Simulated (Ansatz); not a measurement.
An input meant for Ga(NH2)3 (GaN₃H₆) (charge 0, singlet).

```yaml
crystal:
  periodic: [false, false, false]
  atoms:
    - {symbol: Ga, position_ang: [-0.000760, 0.000063, -0.043745]}
    - {symbol: N, position_ang: [1.815179, -0.009452, -0.120346]}
    - {symbol: H, position_ang: [2.361362, -0.848242, 0.023164]}
    - {symbol: H, position_ang: [2.370982, 0.819389, 0.042796]}
    - {symbol: N, position_ang: [-0.900826, 1.578798, -0.087537]}
    - {symbol: H, position_ang: [-1.894165, 1.642381, 0.090945]}
    - {symbol: H, position_ang: [-0.445422, 2.467710, 0.070702]}
    - {symbol: N, position_ang: [-0.918307, -1.568285, -0.104019]}
    - {symbol: H, position_ang: [-0.474470, -2.461968, 0.060541]}
    - {symbol: H, position_ang: [-1.913574, -1.620392, 0.067510]}
basis:
  gaussian: {orbitals: cc-pVDZ}
hamiltonian: {xc: {name: wB97M-V}, dispersion: d4}
scf: {lower_state_search: full}
output: {forces: true}
```

```sh
$ ansatz run in.yaml --threads 4 --pin off --events-out ev --progress --plain --max-ram 3916MiB
```

Shortened log:

```
Error: invalid value for `hamiltonian.dispersion`: no damping is tabulated for this functional; type it, or the functional that lends it
```

(1) Something in this input is off. What?

## Answers

(1) The program holds no damping parameters for this pairing of functional and dispersion term, so they'd have to be typed (the functional holds VV10 already). The program refused the input.
